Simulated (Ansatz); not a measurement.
`FC(F)(Br)I` → Br• + `F[C](F)I`•  (homolysis of the Br–C bond)

Computed with Ansatz on PBE0-D4/def2-TZVP structures; ΔE is electronic, products minus reactants. CCSD(T)/CBS is the MP2 limit (def2-TZVPP, def2-QZVPP) plus CCSD(T) − MP2 in def2-TZVPP, frozen cores. DFT in def2-TZVPP. B3LYP here is the variant with VWN-RPA as its local correlation; programs differ in this. No spin–orbit coupling; open shells (•) take unrestricted orbitals. Spin–orbit coupling would lower the free atoms: clearly for Br. Elements past krypton have def2 core potentials. Bonds to Br, I are less sure, by a few kJ/mol each and by 10 to 20 or more in all where they break to atoms, as the def2 sets lack core-valence functions. Scalar relativity is left out up to krypton.

`FC(F)(Br)I`:

Cartesian coordinates in Å:
```
F -0.007 1.227 -0.707
C 0.067 0.128 0.032
F 1.092 0.263 0.864
Br -1.562 -0.052 1.060
I 0.410 -1.567 -1.249
```

`F[C](F)I`•:

Cartesian coordinates in Å:
```
F -0.975 0.297 -0.910
C -0.310 0.011 0.186
F 0.067 1.121 0.779
I 1.218 -1.429 -0.055
```

```tsv
level	ΔE (eV)	difference from CCSD(T)/CBS
B97M-V	2.83	-0.21
PBE0-D4	2.84	-0.20
BHLYP-D4	2.54	-0.50
ωB97M-V	2.89	-0.15
PBE-QIDH	2.87	-0.17
PBE	2.87	-0.17
BLYP	2.53	-0.51
B3LYP	2.56	-0.48
CCSD(T)/def2-TZVPP	2.83	-0.21
MP2/def2-QZVPP	3.23	0.19
CCSD(T)/CBS	3.04	0
```

Largest T1 diagnostic among the species: 0.014.

At CCSD(T), def2-SVP lies −0.45 eV from the extrapolated value and def2-TZVPP −0.21 eV: correlation converges slowly with the basis, and small sets miss more of it in the bonded molecule than in its fragments. From BLYP to BHLYP (50 % exact exchange), in def2-TZVPP and without D4, ΔE moves by −0.12 eV: exact exchange takes away binding that semilocal exchange gives to molecules.

CCSD(T)/CBS has its own doubt, a few kJ/mol and more with outer-core shells, so smaller differences from it don't rank the levels.
